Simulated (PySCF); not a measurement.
Computed with PySCF with PBE-D3(BJ)/def2-TZVP // PBE0-D4/def2-TZVP. Gas-phase values, no solvent. One relaxed conformer stands for a flexible species; it need not be the lowest. 

Reference species (SMILES): `[SiH2]([CH2])O` (neutral, multiplicity 2).

```json
{
  "highest_occupied_spin_orbital": "-5.56 eV"
}
```

Changed species: `CS[SiH2]` (radical fragment; the reference has radical fragment).

### Question
What does the change do to the highest occupied spin orbital?

### Answer
the highest occupied spin orbital rises by 0.88 eV, to -4.68 eV.
